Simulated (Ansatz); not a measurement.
Start from `O[SiH2]CS` and change one atom or group to get `O[SiH2][CH2][GeH2][OH]`.

Ansatz, PBE0-D4/def2-TZVP geometries, multiplicity 1. Each molecule was computed in one conformer, which needn't be the lowest.

Scalar relativity is left out up to krypton.

```json
{"property": "HOMO–LUMO gap (B3LYP/def2-TZVPP) / eV", "`O[SiH2]CS`": "6.69"}
{"property": "HOMO energy (B3LYP/def2-TZVPP) / eV", "`O[SiH2]CS`": "-6.84"}
{"property": "size of the dipole moment (PBE/def2-TZVPP) / D", "`O[SiH2]CS`": "1.15"}
{"property": "HOMO energy (PBE/def2-TZVPP) / eV", "`O[SiH2]CS`": "-5.85"}
{"property": "HOMO–LUMO gap (ωB97M-V/def2-TZVPP) / eV", "`O[SiH2]CS`": "11.16"}
{"property": "LUMO energy (PBE0/def2-TZVPP) / eV", "`O[SiH2]CS`": "0.09"}
```

Task: What does the change do to each property? (Estimate.)

Result: Computed: 
```tsv
property	`O[SiH2][CH2][GeH2][OH]`	shift
HOMO–LUMO gap (B3LYP/def2-TZVPP) / eV	7.65	0.96
HOMO energy (B3LYP/def2-TZVPP) / eV	-8.00	-1.16
size of the dipole moment (PBE/def2-TZVPP) / D	3.03	1.88
HOMO energy (PBE/def2-TZVPP) / eV	-6.73	-0.88
HOMO–LUMO gap (ωB97M-V/def2-TZVPP) / eV	12.11	0.95
LUMO energy (PBE0/def2-TZVPP) / eV	-0.07	-0.16
```

With PBE0 the HOMO falls by 1.15 eV and the LUMO falls by 0.16 eV, so the gap widens by about 0.99 eV. PBE moves the HOMO by -0.88 eV and ωB97M-V by -1.25 eV. Dipoles are sizes alone; their direction can turn.

B3LYP here is the variant with VWN-RPA as its local correlation; programs differ in this.
